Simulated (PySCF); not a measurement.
A structure optimised at PBE-D3(BJ)/def2-SVP, used in a PySCF frequency run:

```xyz
12

Si     1.7141    -0.1426    -0.0561
N      0.0092     0.2091     0.1443
C     -1.0158    -0.3704     0.9302
C     -2.0491    -0.0809     0.0897
C     -1.0465     0.5433    -0.8652
H      2.3108     0.9912    -0.8413
H      2.3114    -0.2199     1.3208
H      2.0358    -1.4324    -0.7804
H     -0.8788    -0.8513     1.9121
H     -3.1391    -0.1683     0.1122
H     -0.9031     0.0231    -1.8375
H     -1.1312     1.6377    -1.0386
```
Charge 0, spin multiplicity 1.

### Question
Write its SMILES and formula.

### Answer
[SiH3]N1C=CC1, C3H7NSi

### Question
What are its rotational constants (standard atomic weights)?

### Answer
11.600, 2.6214, 2.2515 GHz
